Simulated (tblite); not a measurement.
Run record: tight-binding relaxation, `O=C1OC[C@@H]([CH2][GeH3])[SiH2]1`.

Computed with GFN2-xTB geometry optimisation, gas phase (tblite 0.8.0). Start geometry: from a force field or distance geometry. A driver script takes a list of jobs; this job's settings line and coordinates (Å) are shown.

Command:
```bash
OMP_NUM_THREADS=1 python probes_run.py task.json out
```

Input:
```
{"job": {"kind": "relax", "xc": "GFN2-xTB", "basis": "xTB"}, "charge": 0, "multiplicity": 1}
O     -3.329200    -1.736500     0.926700
C     -2.439800    -1.165400     0.248600
O     -2.535100    -0.373400    -0.874100
C     -1.546100     0.612000    -0.938600
C     -0.188000    -0.096700    -0.884000
C      0.795800     0.975500    -0.527800
Ge     2.626000     0.341400    -0.412500
Si    -0.588100    -1.214800     0.577900
H     -1.567300     1.207800     0.003100
H     -1.632900     1.283000    -1.787300
H      0.037600    -0.661400    -1.798900
H      0.493900     1.521200     0.401300
H      0.773800     1.728200    -1.339600
H      3.159800    -0.205800    -1.775700
H      3.505600     1.608900    -0.107900
H      2.860100    -0.639300     0.759200
H     -0.116300    -2.567900     0.402100
H     -0.318400    -0.610600     1.851100
```

Output:
```
step      E/eV     max force
  0    -691.01351    4.263
  1    -691.26472    4.319
  2    -691.46586    0.924
  3    -691.58973    0.903
  4    -691.65587    0.808
  5    -691.69009    0.477
  6    -691.72359    0.451
  7    -691.75083    0.510
  8    -691.77537    0.422
  9    -691.79757    0.434
... (76 lines left out)
 86    -691.93312    0.016
 87    -691.93316    0.019
 88    -691.93320    0.025
 89    -691.93325    0.023
 90    -691.93328    0.011
 91    -691.93330    0.011
 92    -691.93331    0.012
 93    -691.93332    0.016
 94    -691.93334    0.013
 95    -691.93336    0.009
```

«max force» is the largest atomic force in eV/Å.

**Question.** From which step on does the largest force stay under 0.1 eV/Å, and how much energy is left to gain from there?

**Answer.** From step 23 (0.092 eV/Å), 17.4 meV above the end.

Main results: energy lowered by 21.2 kcal/mol over 95 steps; largest atomic force 0.009 eV/Å at the end.

**Question.** Where do the atoms end?

**Answer.** 0.244 Å rms from the input after alignment:
```
atom  x, y, z in Å
O1    -3.2398   -2.0274    0.5407
C2    -2.3918   -1.2485    0.1955
O3    -2.6781   -0.2449   -0.6510
C4    -1.6255    0.6741   -0.9065
C5    -0.2377    0.0376   -0.7394
C6     0.8380    1.0883   -0.5044
Ge7    2.6489    0.3160   -0.4153
Si8   -0.5194   -1.2381    0.6516
H9    -1.7338    1.5171   -0.2112
H10   -1.7928    1.0457   -1.9213
H11   -0.0009   -0.4979   -1.6666
H12    0.6351    1.6282    0.4230
H13    0.8178    1.8297   -1.3093
H14    2.9782   -0.4363   -1.6634
H15    3.6765    1.3899   -0.2516
H16    2.7849   -0.6300    0.7322
H17    0.1334   -2.5237    0.4357
H18   -0.3018   -0.6735    1.9849
```

Time: 0.79 s. Hardware: Arm Neoverse V1, one thread, on a shared host.
Labels such as C1 count atoms from 1, the log's own numbers from 0.
